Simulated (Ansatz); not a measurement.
Abridged output of a molecular run in Ansatz:

```
Functional definition: HF
1295 factors; integrals over basis functions are off by at most 1.2e-3 eV
mean field evaluation 1: about -45220.2258 eV, gradient 5.3e1 eV
mean field evaluation 2: about -45220.2301 eV, gradient 5.3e1 eV
mean field evaluation 4: about -45225.8962 eV, gradient 3.3e0 eV
mean field evaluation 8: about -45225.9387 eV, gradient 2.7e-4 eV
mean field -45225.93871194 eV, -1662.0225924217 hartree, gradient 9.1e-7 eV, S^2 0.000000; 0 other end points of the search recorded, 0 dependent functions left out
23 core orbitals not correlated: weight in the atoms' cores, before any rotation towards them, 1.000 or more for the frozen orbitals, at most 0.000 for the correlated occupied ones
reference -45225.93871194 eV, -1662.0225924217 hartree; 22, 22 occupied and 94, 94 virtual orbitals, 1295 factors
second order -27.31820079 eV of doubles, -0.00000000 eV of singles
cycle   1  -28.04244506 eV  change   -7.2e-1 eV  update   1.1e-1
cycle   2  -28.64134423 eV  change   -6.0e-1 eV  update   3.1e-2
cycle   3  -28.78872205 eV  change   -1.5e-1 eV  update   1.6e-2
cycle   4  -28.78264781 eV  change    6.1e-3 eV  update   3.4e-3
cycle   5  -28.78073163 eV  change    1.9e-3 eV  update   1.4e-3
cycle   6  -28.78098531 eV  change   -2.5e-4 eV  update   4.4e-4
cycle   7  -28.78077796 eV  change    2.1e-4 eV  update   1.4e-4
cycle   8  -28.78069276 eV  change    8.5e-5 eV  update   4.6e-5
cycle   9  -28.78069739 eV  change   -4.6e-6 eV  update   1.5e-5
perturbative correction -0.67750245 eV, -0.0248977557 hartree
Total energy: -45255.39691178 eV, -1663.1051612981 hartree
```

Its atoms:

```xyz
12

O     1.7496    2.1995   -1.1207
Si    0.7531    1.3332   -0.1735
O    -0.6418    2.1617   -0.0101
S     0.3982   -0.5706   -1.1285
Si   -0.2850   -1.6968    0.5211
O    -0.9090   -3.1037   -0.0029
Cl   -1.7197   -0.6184    1.5628
H     1.3731    2.6357   -1.8872
H     1.4512    1.0976    1.1051
H    -1.3868    1.6770    0.3559
H     0.7596   -2.0308    1.5008
H    -1.5425   -3.0844   -0.7229
```

Problem. Which basis set was used?
A. def2-SVPD
B. def2-TZVPPD
C. def2-QZVPP
D. def2-SVP

Solution. D. It gives 139 functions.

Problem. Write the keys of the input that set method, charge and spin (a neutral closed shell needs none for the last two).

Solution. 
```yaml
correlation: {method: ccsd_t}
```
